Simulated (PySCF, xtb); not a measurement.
Zr(OH)2 (H2O2Zr), SMILES [OH][Zr][OH] (connectivity only; charge and spin as stated), neutral, multiplicity 3. One conformer was computed; it need not be the lowest.

Harmonic wavenumbers (cm⁻¹) from xtb with GFN2-xTB at its own minimum, in rising order: 116, 171, 260, 266, 269, 575, 665, 3640, 3647.

Problem. What does PBE-D3(BJ)/def2-TZVP run with PySCF 2.14.0 give at its own minimum? (Estimate from the structure and the level; the computed values follow.)

Solution. 84, 304, 368, 384, 414, 661, 665, 3834, 3836. Paired by order, the mean absolute difference is 112 cm⁻¹ and the zero-point energies are 13.7 and 15.1 kcal/mol.
